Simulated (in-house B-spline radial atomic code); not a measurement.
Configurations of Mn³⁺, with energies counted from [Ar] 3d4. Method: scalar-relativistic (X2C) CAM-B3LYP, spin-polarised, spherical fractional occupations, exact exchange averaged over the configuration, Fermi nucleus of rms radius 3.7057 fm. Calculated with an all-electron radial atomic-structure program (B-spline basis). Shells without spins written out take the highest spin.

Occupations are held fixed; configurations that lie above the ionisation limit could autoionise.

| configuration | E - E(ref) (eV) | highest orbital | its <r> (bohr) |
| --- | --- | --- | --- |
| [Ar] 3d3 4f1 | 38.189 | 4f up | 4.226 |
| [Ne] 3s2 3p5 3d4 4p1 | 65.965 | 4p up | 2.509 |
| [Ne] 3s2 3p5 3d4 4f1 | 82.952 | 4f up | 4.212 |

Problem. Order these further configurations by energy, lowest first.
A. [Ne] 3s2 3p5 3d4 4s1
B. [Ne] 3s2 3p5 3d5
C. [Ar] 3d3 4p1
D. [Ar] 3d3 4s1

Solution. D (14.12 eV), C (21.382 eV), B (43.338 eV), A (58.644 eV).
